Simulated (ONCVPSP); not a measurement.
## Cu (Z = 29), ONCV: configuration errors across variants

* Element: Cu (Z = 29)
* Generator: ONCVPSP 4.0.1
* Type: optimised norm-conserving Vanderbilt (ONCV)
* Functional: PBE
* Relativity: scalar-relativistic
* Frozen core: [Ne]
* Valence charge: 19
* Reference configuration: 3s2 3p6 3d10 (charge +1)
* Partial waves: 3s: rc 1.15 bohr, ncon 4, nbas 7, qcut 13.8 1/bohr, 2 projectors, debl 2.9 Ha; 3p: rc 0.75 bohr, ncon 3, nbas 6, qcut 11.7 1/bohr, 2 projectors, debl 0.4 Ha; 3d: rc 0.90 bohr, ncon 4, nbas 8, qcut 15.6 1/bohr, 1 projector
* Local potential: polynomial inside 0.60 bohr (lpopt 5, dvloc0 0 Ha)
* Core correction: Teter function, fcfact 3.75, rcfact 1.8

In the s channel the program set the typed energies aside and used -4.532, 0.250 Ha. In the p channel the program set the typed energies aside and used -2.969, 0.250 Ha.

All-electron excitation energies from the reference (eV): (1) 3s2 3p6 3d10 4s1 -8.150; (2) 3s2 3p6 3d9 21.333; (3) 3s2 3p6 3d8 60.352; (4) 3s2 3p6 3d7 120.061.

1 further variants failed, have other tests or too few solved ones, and are left out.

Errors AE − PS in meV (a dash: test not solved or not reliable):

```
    change   (1)   (2)   (3)   (4)  bound ghosts  GHOST(+) flags above zero
      base  -0.2  -2.2  -6.4  +1.0          none                          s
s: rc 0.92  -0.4  -2.3  -7.1  -2.6          none                          s
 s: rc 1.1  -0.2  -2.2  -6.5  +0.5          none                          s
s: rc 1.26   0.0  -2.2  -5.7  +4.4          none                       none
s: rc 1.36  +0.1  -2.1  -5.4  +5.8          none                          s
s: rc 1.52  +0.2  -2.0  -4.2   +11          none                          s
```

Problem. Give the same row for: s: rc 0.84.

Solution. -0.4, -2.3, -7.3, -3.6; bound ghosts: none; GHOST(+) flags above zero: s.
